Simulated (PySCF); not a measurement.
**Mayer bond orders and bond lengths**

Compound: C4H7ClS2Si2.
Numbering: `[CH:1]#[C:2][Si@@H:3]([Cl:4])[S:5]/[CH:6]=[CH:7]/[S:8][SiH3:9]` (hydrogens: H10 on C1; H11 on Si3; H12 on C6; H13 on C7; H14, H15, H16 on Si9)

Structure used (GFN2-xTB), in Å, numbered top down from 1:
```
atom  x, y, z in Å
C1     5.0343   -0.3596    0.0014
C2     3.9234    0.0365   -0.2316
Si3    2.2109    0.6069   -0.6041
Cl4    2.0647    1.1442   -2.5438
S5     1.0194   -1.1445   -0.1274
C6    -0.6337   -0.5652   -0.0014
C7    -1.1220    0.5522   -0.5209
S8    -2.7667    1.1390   -0.3742
Si9   -3.7834   -0.2401    0.9315
H10    6.0062   -0.7057    0.2079
H11    1.7869    1.6824    0.2776
H12   -1.2414   -1.2650    0.5505
H13   -0.5243    1.2344   -1.1046
H14   -3.8570   -1.5421    0.2806
H15   -3.0461   -0.2976    2.1878
H16   -5.0790    0.4019    1.0592
```

Bond orders from the PBE0/pcSseg-1 density (PySCF). The structure is a single GFN2-xTB conformer in the gas phase; no vibrational or solvent corrections.

Task: How far do the computed orders between heavy atoms stray from the drawn ones?

Result: The largest departure is 0.454, at C1–C2 (drawn triple, 2.546). Drawn double or triple, more than 0.30 short of the drawn order: C1–C2 (2.546).

Task: Give the Mayer order of every bond, beside its length.

Result: 
| bond | drawn as | length (Å) | Mayer order |
| --- | --- | --- | --- |
| C1–C2 | triple | 1.202 | 2.546 |
| C2–Si3 | single | 1.843 | 0.944 |
| Si3–Cl4 | single | 2.018 | 1.000 |
| Si3–S5 | single | 2.171 | 0.968 |
| S5–C6 | single | 1.756 | 1.050 |
| C6–C7 | double | 1.326 | 1.780 |
| C7–S8 | single | 1.752 | 1.075 |
| S8–Si9 | single | 2.154 | 0.930 |
| C1–H10 | single | 1.052 | 1.084 |
| Si3–H11 | single | 1.454 | 0.922 |
| C6–H12 | single | 1.079 | 0.911 |
| C7–H13 | single | 1.079 | 0.911 |
| Si9–H14 | single | 1.457 | 0.919 |
| Si9–H15 | single | 1.458 | 0.922 |
| Si9–H16 | single | 1.452 | 0.951 |

By pair of heavy elements: C–C: lowest C6–C7 (1.780, 1.326 Å), highest C1–C2 (2.546, 1.202 Å). S–Si: lowest S8–Si9 (0.930, 2.154 Å), highest Si3–S5 (0.968, 2.171 Å); in 1 of the 1 pairs the longer bond (by over 0.003 Å) has the higher order (by 0.02 or more). C–S: lowest S5–C6 (1.050, 1.756 Å), highest C7–S8 (1.075, 1.752 Å).

Task: Sum the orders of all bonds at each heavy atom with more than one neighbour and set the sums beside the valence in the SMILES.

Result: C1 3.630 (drawn 4), C2 3.490 (drawn 4), Si3 3.834 (drawn 4), S5 2.018 (drawn 2), C6 3.741 (drawn 4), C7 3.766 (drawn 4), S8 2.005 (drawn 2), Si9 3.722 (drawn 4). Orders between atoms that aren't bonded are not in these sums.

Mayer orders depend on the basis set.

The run behind these numbers computed NMR shieldings as well. Hardware: one thread of an Arm Neoverse V2, shared host with 32 logical CPUs at a one-minute load of 29. Cost: 57 s of wall time (with the writing of density and orbital grids), 1.0 GiB resident at most.
